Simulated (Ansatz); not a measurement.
A nudged elastic band was laid between two geometries of AlH₆NSn (9 atoms, charge 0, multiplicity 1).

Level of theory: Ansatz 0.2.0, RKS PBE-D4/def2-SVP.

```
movable images  : 9
climbing image  : yes
spring          : 5.0 eV/Å²
optimiser       : quadratic models (default)
start path      : IDPP
force threshold : 0.05 eV/Å
iteration limit : 60
end points      : relaxed
```

Image 0:

```xyz
9
Properties=species:S:1:pos:R:3
N -1.145 0.949 -1.470
Al 0.170 1.047 -0.265
Sn 0.703 -1.152 1.132
H -1.709 0.118 -1.670
H -1.448 1.722 -2.069
H 0.919 2.454 -0.125
H 2.354 -1.666 0.996
H -0.259 -2.510 0.638
H 0.415 -0.962 2.832
```

Image 10:

```xyz
9
Properties=species:S:1:pos:R:3
N -1.116 0.938 -1.499
Al 0.159 1.052 -0.254
Sn 0.687 -1.147 1.147
H -1.415 1.708 -2.104
H -1.658 0.097 -1.717
H 0.879 2.469 -0.083
H 2.336 -1.665 1.003
H -0.282 -2.502 0.660
H 0.410 -0.951 2.848
```

Which bonds break or form, and what moves?

No bond is made or broken. The dihedral H5–N1–Al2–Sn3 goes from 180 to 0°. The two ends are copies of one structure, up to a mirror image or an exchange of like atoms.

Give the energies along the band, and the barrier.

It converged. The highest image is number 5 of 0 to 10, 12.3 kcal/mol above the ends, which have the same energy within 2 meV. A vibrational analysis at the climbing image gives one clearly imaginary mode, 468i cm⁻¹, and a faint second one (25i cm⁻¹) that may be numerical noise or a soft torsion: probably a first-order saddle point.

```json
{"image": "0", "path coordinate (Å)": "0.00", "energy (kcal/mol)": "0.0", "dihedral H5–N1–Al2–Sn3 (°)": "180"}
{"image": "1", "path coordinate (Å)": "0.39", "energy (kcal/mol)": "0.5", "dihedral H5–N1–Al2–Sn3 (°)": "-166"}
{"image": "2", "path coordinate (Å)": "0.79", "energy (kcal/mol)": "2.8", "dihedral H5–N1–Al2–Sn3 (°)": "-143"}
{"image": "3", "path coordinate (Å)": "1.18", "energy (kcal/mol)": "6.7", "dihedral H5–N1–Al2–Sn3 (°)": "-117"}
{"image": "4", "path coordinate (Å)": "1.57", "energy (kcal/mol)": "10.6", "dihedral H5–N1–Al2–Sn3 (°)": "-90"}
{"image": "5", "path coordinate (Å)": "1.97", "energy (kcal/mol)": "12.3", "dihedral H5–N1–Al2–Sn3 (°)": "-67"}
{"image": "6", "path coordinate (Å)": "2.36", "energy (kcal/mol)": "10.6", "dihedral H5–N1–Al2–Sn3 (°)": "-51"}
{"image": "7", "path coordinate (Å)": "2.75", "energy (kcal/mol)": "6.7", "dihedral H5–N1–Al2–Sn3 (°)": "-40"}
{"image": "8", "path coordinate (Å)": "3.14", "energy (kcal/mol)": "2.7", "dihedral H5–N1–Al2–Sn3 (°)": "-29"}
{"image": "9", "path coordinate (Å)": "3.54", "energy (kcal/mol)": "0.5", "dihedral H5–N1–Al2–Sn3 (°)": "-12"}
{"image": "10", "path coordinate (Å)": "3.93", "energy (kcal/mol)": "0.0", "dihedral H5–N1–Al2–Sn3 (°)": "0"}
```

What is the geometry of the highest image?


```xyz
9
Properties=species:S:1:pos:R:3
N -1.364 1.173 -1.385
Al -0.037 1.093 -0.146
Sn 0.878 -1.180 0.946
H -2.324 0.911 -1.137
H -1.187 0.777 -2.316
H 0.643 2.469 0.317
H 2.587 -1.387 0.704
H 0.140 -2.633 0.348
H 0.664 -1.223 2.670
```

Time of the run: 3.1 min on 1 thread of Arm Neoverse V1, with other jobs on the host, peak memory 0.12 GiB.
